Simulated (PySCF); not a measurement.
# Run times: chromium in cc-pVTZ

Measured wall times of calculations with PySCF 2.14 in cc-pVTZ (7s6p4d2f1g, 68 functions), with the non-relativistic Hamiltonian (point nucleus), run from one Python driver. Hardware: 1 thread of Neoverse-N1 on a shared host, 1.3 GiB allowed. The two-electron integrals over 68 functions were computed once and kept in memory (1.5 CPU seconds with the set-up); the times below exclude them. Kohn-Sham runs start from converged Hartree-Fock orbitals.

Launch command (the driver calls PySCF for each step listed in the task file):

```bash
OMP_NUM_THREADS=1 python atomrun2.py TASK.json OUT
```

| species | step | iterations | wall time (s) |
| --- | --- | --- | --- |
| Cr [Ar] 3d5 4s1 | UHF | 1 | 0.53 |
| Cr [Ar] 3d5 4s1 | LDA | 7 | 1.3 |
| Cr [Ar] 3d5 4s1 | MN15 | 7 | 4.9 |
| Cr [Ar] 3d5 4s1 | MP2 (6 electrons) |  | 0.09 |
| Cr+ [Ar] 3d5 | UHF | 1 | 0.46 |
| Cr+ [Ar] 3d5 | LDA | 6 | 1.1 |
| Cr+ [Ar] 3d5 | MN15 | 6 | 4.3 |
| Cr+ [Ar] 3d5 | MP2 (5 electrons) |  | 0.09 |

Peak memory of the process: 0.27 GiB. Times on a shared host vary from run to run.
